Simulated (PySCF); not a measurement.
Vertical excitations of a molecule CH₄N₂OSi from TDA-CAM-B3LYP/def2-SVPD in PySCF, as energy in eV (oscillator strength): 6.84 (0.071), 7.11 (0.003), 7.48 (0.005), 7.49 (0.002), 7.62 (0.000), 7.75 (0.013), 8.44 (0.025), 8.47 (0.002), 8.58 (0.009), 8.60 (0.015). Lowest triplet (TDA): 6.35 eV. Geometry: PBE0-D3(BJ)/def2-SVP. Other conformers were not sampled.

Which molecule gave these data?
A) N[Si@H]1N=CO1
B) N#CO[SiH2]N
C) N[SiH2]N=C=O

C, N[SiH2]N=C=O
